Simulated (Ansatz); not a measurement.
Reaction (cleavage of the Si–B bond): `CB(O)[SiH]1CO1` + HCl → `Cl[SiH]1CO1` + `CBO`

Calculated with Ansatz (gas phase, PBE0-D4/def2-TZVP geometries, no zero-point term in ΔE). CCSD(T)/CBS is the MP2 limit (def2-TZVPP, def2-QZVPP) plus CCSD(T) − MP2 in def2-TZVPP, frozen cores. This one scheme is used for every species. Functionals use def2-TZVPP. One conformer a species, not always the lowest.

`CB(O)[SiH]1CO1`:

Cartesian coordinates in Å:
```
C 0.440 1.609 -0.920
B -0.027 0.140 -1.156
O -0.055 -0.343 -2.424
Si -0.552 -1.026 0.419
C 0.160 -0.806 2.080
O -1.149 -0.248 1.783
H -0.281 2.154 -0.303
H 0.605 2.155 -1.851
H 1.375 1.614 -0.346
H -0.357 -1.251 -2.506
H -1.207 -2.334 0.126
H 0.130 -1.613 2.811
H 0.917 -0.052 2.287
```

HCl:

Cartesian coordinates in Å:
```
Cl -0.003 0.395 -0.503
H 0.003 -0.395 0.503
```

`Cl[SiH]1CO1`:

Cartesian coordinates in Å:
```
Cl 2.189 -0.331 -1.182
Si 0.404 -0.648 -0.270
C -0.665 0.705 0.225
O 0.179 -0.011 1.227
H -0.018 -2.038 -0.505
H -0.358 1.740 0.091
H -1.729 0.584 0.413
```

`CBO`:

```xyz
8

C    -0.774    0.610    0.201
B     0.407   -0.401    0.100
O     1.071   -0.536   -1.075
H    -0.968    1.145   -0.731
H    -0.578    1.343    0.992
H    -1.690    0.092    0.507
H     0.752   -1.073    1.041
H     1.780   -1.181   -1.036
```

| level | ΔE (kJ/mol) |
| --- | --- |
| revPBE-D4 | -102.5 |
| B97M-V | -118.9 |

(1) What does CCSD(T)/CBS give? (Best estimate.)

(2) What do rigid-rotor, harmonic-oscillator terms from PBE0-D4/def2-TZVP frequencies (298.15 K, 1 bar) make of the CCSD(T)/CBS value? (An estimate is asked.)

Largest T1 diagnostic among the species: 0.015.

Answers

(1) Computed: -119.9 kJ/mol. The listed levels differ from it by 17.4, 1.0 kJ/mol.

(2) Computed: ΔZPE = +7.6 kJ/mol, ΔH = -116.1 kJ/mol, ΔS = 9 J/(mol·K), ΔG = -118.8 kJ/mol. Modes under 50 cm⁻¹ make the entropy rough.

In def2-TZVPP, CCSD(T) changes the Hartree–Fock value by +26.7 kJ/mol (the triples alone add +3.4 kJ/mol) and MP2 by +17.3 kJ/mol. The D4 term adds +5.3 kJ/mol with B3LYP and +3.4 kJ/mol with PBE0; it sums over pairs of atoms, weighted by their polarisabilities, and B3LYP, whose exchange is more repulsive, gets the larger term.

B3LYP here is the variant with VWN-RPA as its local correlation; programs differ in this.
